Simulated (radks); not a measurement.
The numbers below are computed, except where a source is named.
Task: These are the eigenvalues of the occupied orbitals of an atom or ion with whole-number occupations (hartree). Level of theory: scalar-relativistic Kohn-Sham, PBEsol, spin-unpolarised, spherical densities, point nucleus (a radial shooting solver on a logarithmic mesh with Libxc functionals).

| orbital | eigenvalue |
|---|---|
| 1s | -3169.282 |
| 2s | -583.0780 |
| 2p | -504.7017 |
| 3s | -156.2196 |
| 3p | -133.6553 |
| 3d | -110.3464 |
| 4s | -51.55785 |
| 4p | -44.04285 |
| 4d | -35.27357 |
| 4f | -25.58360 |

Which element is it, and in what charge state? The configuration may be excited.

Result: Z = 81, thallium, charge +23: Tl23+ in [Kr] 4d10 4f12. The list shows which subshells hold electrons but not how many an open one holds; the 1s level, -3169.3 hartree, gives Z - s = 79.6 by -(Z - s)^2/2, which with screening and relativity narrows Z to a few neighbours, and the depths of the outer levels then fix element, charge and occupations together.
